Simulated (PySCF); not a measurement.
The numbers below are computed, except where a source is named.
# C3H10FSi2

C3H10FSi2 is a small molecule (built as: C site whose three back bonds go to CH2SiH3, CH2SiH3, F), neutral, doublet. The structure, one conformer, was relaxed in the gas phase by PBE0-D3(BJ)/def2-SVP. No frequency run checks that it is a minimum.

SMILES: F[C](C[SiH3])C[SiH3]

Coordinates in Å:
```
C1     -0.106    0.925    0.321
C2     -1.241    0.205   -0.303
Si3    -1.152    0.157   -2.210
C4      1.206    0.297    0.611
Si5     1.157   -0.982    2.007
F6     -0.030    2.222   -0.050
H7     -1.277   -0.832    0.065
H8     -2.202    0.678   -0.032
H9      0.177   -0.382   -2.636
H10    -2.229   -0.731   -2.745
H11    -1.323    1.525   -2.781
H12     1.911    1.088    0.915
H13     1.649   -0.185   -0.288
H14     0.184   -2.072    1.688
H15     0.748   -0.335    3.289
H16     2.512   -1.592    2.168
```

EPR values by unrestricted B3LYP, IGLO-III on C F Si, pcH-1 on H.

(1) Predict g and the largest hyperfine couplings. Where does the spin sit?

(2) How do the isotropic couplings move with BHandHLYP?

Answers

(1) g = 2.0021, 2.0043, 2.0045. The spin sits on C1 (91 %, bonded to 2 C + 1 F) by Mulliken populations.
| atom | isotope | isotropic (MHz) | dipolar, principal values (MHz) |
| --- | --- | --- | --- |
| F6 | 19F | 182.6 | -205.7, -176.9, 382.6 |
| C1 | 13C | 205.7 | -77.9, -75.5, 153.4 |
| H13 | 1H | 129.8 | -4.4, -2.2, 6.6 |
| Si3 | 29Si | -90.4 | -18.3, 8.9, 9.4 |
| H8 | 1H | 69.9 | -5.2, -4.5, 9.7 |
| Si5 | 29Si | -46.8 | -5.0, 2.4, 2.5 |

(2) F6 182.6 to 231.9 MHz, C1 205.7 to 246.9 MHz, H13 129.8 to 132.2 MHz, Si3 -90.4 to -88.3 MHz.
